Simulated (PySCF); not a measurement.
**A small calculation by hand: entropy of an ideal gas**

Si(H)(Cl)(Me)(OH) (CH₅ClOSi), SMILES C[SiH](O)Cl.

The structure is a stationary point at PBE-D3(BJ)/def2-SVP. One conformer was computed; it need not be the lowest.

PBE-D3(BJ)/def2-SVP (PySCF 2.14.0) gives the harmonic wavenumbers 157, 182, 189, 270, 288, 504, 645, 704, 721, 794, 853, 870, 910, 1220, 1376, 1379, 2221, 2976, 3079, 3081, 3762 cm⁻¹ and the rotational temperatures 0.2772, 0.1557, 0.1118 K. The molar mass is 96.58 g/mol, the symmetry number 1, the spin multiplicity 1.

**Question.** Work out the entropy at 298.15 K and 1 atm in the rigid-rotor, harmonic-oscillator model.

**Answer.** 
Translation (Sackur–Tetrode at 1 atm): S = R[1.5 ln M + 2.5 ln T − 1.16487] = 165.7 J/(mol K).
Rotation: q = (√π/σ) T^1.5/√(θA θB θC) = 131000, S = R[ln q + 3/2] = 110.5 J/(mol K).
Vibration: with u = 1.4388 ν/T, each mode gives R[u/(e^u − 1) − ln(1 − e^−u)]:
```json
[
 {"ν (cm⁻¹)": "157", "modes": "1", "u": "0.76", "S (J/(mol K))": "10.82"},
 {"ν (cm⁻¹)": "182", "modes": "1", "u": "0.88", "S (J/(mol K))": "9.66"},
 {"ν (cm⁻¹)": "189", "modes": "1", "u": "0.91", "S (J/(mol K))": "9.36"},
 {"ν (cm⁻¹)": "270", "modes": "1", "u": "1.30", "S (J/(mol K))": "6.68"},
 {"ν (cm⁻¹)": "288", "modes": "1", "u": "1.39", "S (J/(mol K))": "6.22"},
 {"ν (cm⁻¹)": "504", "modes": "1", "u": "2.43", "S (J/(mol K))": "2.71"},
 {"ν (cm⁻¹)": "645", "modes": "1", "u": "3.11", "S (J/(mol K))": "1.58"},
 {"ν (cm⁻¹)": "704", "modes": "1", "u": "3.40", "S (J/(mol K))": "1.26"},
 {"ν (cm⁻¹)": "721", "modes": "1", "u": "3.48", "S (J/(mol K))": "1.18"},
 {"ν (cm⁻¹)": "794", "modes": "1", "u": "3.83", "S (J/(mol K))": "0.89"},
 {"ν (cm⁻¹)": "853", "modes": "1", "u": "4.12", "S (J/(mol K))": "0.70"},
 {"ν (cm⁻¹)": "870", "modes": "1", "u": "4.20", "S (J/(mol K))": "0.66"},
 {"ν (cm⁻¹)": "910", "modes": "1", "u": "4.39", "S (J/(mol K))": "0.56"},
 {"ν (cm⁻¹)": "1220", "modes": "1", "u": "5.89", "S (J/(mol K))": "0.16"},
 {"ν (cm⁻¹)": "1376", "modes": "1", "u": "6.64", "S (J/(mol K))": "0.08"},
 {"ν (cm⁻¹)": "1379", "modes": "1", "u": "6.65", "S (J/(mol K))": "0.08"}
]
```
The stiffer modes add less than 0.005 each. Sum 52.6 J/(mol K).
Spin: R ln 1 = 0.0 J/(mol K).
Total 328.8 J/(mol K); the program's own thermochemistry gives 328.8. Translation makes up 50 % and vibration 16 %. Anharmonicity, hindered rotation and orbital degeneracy are left out.
